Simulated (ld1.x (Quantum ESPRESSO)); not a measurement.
## Logarithmic derivatives: antimony, ultrasoft

ld1.x (Quantum ESPRESSO) 7.5 input, shortened:

```
&input
   title='Sb', zed=51., rel=1, dft='PBE', iswitch=3,
   config='[Kr] 4d10 5s2 5p3'
 /
 &inputp
   pseudotype=3, tm=.true., lloc=-1, rcloc=1.65,
   nlcc=.false.,
   which_augfun='PSQ', rmatch_augfun=1.50
 /
6
5S  1  0   2.00   0.00  1.45  1.75  0.0
5S  1  0   0.00  -0.60  1.45  1.75  0.0
5P  2  1   3.00   0.00  1.40  1.80  0.0
5P  2  1   0.00   1.50  1.40  1.80  0.0
4D  3  2  10.00   0.00  1.55  1.65  0.0
4D  3  2   0.00  -1.75  1.55  1.65  0.0
 &test
   configts(1)='4d10 5s2 5p3'
 /
```

The phase is arctan(r·u′/u) with u = r·R(r), unwrapped; energies in Ry, scanned from -4 to 5 Ry. A pole is an energy at which the radial function vanishes at the test radius. The pseudo phase is shifted by a multiple of π to meet the all-electron one at the reference energy, and phase errors are pseudo minus all-electron; the curves can meet again beyond the range given. Levels narrower than the energy grid can be missing from the lists of poles.

```json
{"channel": "s", "radius (bohr)": "1.94", "reference energy (Ry)": "-0.94", "poles, all-electron": "3.74", "poles, pseudo": "3.71", "unbroken range about the reference energy with phases within 0.05 rad": "the whole range", "phase error 1 Ry above the reference energy (rad)": "-0.000"}
{"channel": "p", "radius (bohr)": "1.94", "reference energy (Ry)": "-0.35", "poles, all-electron": "none", "poles, pseudo": "-2.83", "unbroken range about the reference energy with phases within 0.05 rad": "above -2.7", "phase error 1 Ry above the reference energy (rad)": "+0.000"}
{"channel": "d", "radius (bohr)": "1.94", "reference energy (Ry)": "-2.46", "poles, all-electron": "-2.08", "poles, pseudo": "-2.08", "unbroken range about the reference energy with phases within 0.05 rad": "the whole range", "phase error 1 Ry above the reference energy (rad)": "-0.000"}
```

Note: ghost states, extra bound levels that the all-electron valence spectrum of the same l lacks: s at -69.1 eV, p at -37.7 eV. A true bound ghost makes a file unfit for plane-wave use.

Phases in the d channel:

```
E (Ry)  all-electron  pseudo
 -4.00         1.233   1.233
 -3.76         1.199   1.199
 -3.52         1.149   1.149
 -3.28         1.063   1.062
 -3.04         0.874   0.873
 -2.80         0.254   0.253
 -2.56        -0.984  -0.984
 -2.32        -1.420  -1.420
 -2.08        -1.571  -1.571
 -1.84        -1.648  -1.648
 -1.60        -1.696  -1.696
 -1.36        -1.732  -1.732
 -1.12        -1.761  -1.761
 -0.88        -1.786  -1.786
 -0.64        -1.809  -1.809
 -0.40        -1.832  -1.832
 -0.16        -1.855  -1.855
  0.08        -1.879  -1.879
  0.32        -1.905  -1.906
  0.56        -1.934  -1.934
  0.80        -1.967  -1.967
  1.04        -2.004  -2.004
  1.28        -2.048  -2.049
  1.52        -2.102  -2.102
  1.76        -2.167  -2.167
  2.00        -2.250  -2.250
  2.24        -2.356  -2.356
  2.48        -2.496  -2.495
  2.72        -2.678  -2.677
  2.96        -2.911  -2.908
  3.20        -3.182  -3.178
  3.44        -3.461  -3.455
  3.68        -3.708  -3.702
  3.92        -3.906  -3.901
  4.16        -4.059  -4.053
  4.40        -4.174  -4.169
  4.64        -4.263  -4.258
  4.88        -4.333  -4.328
```
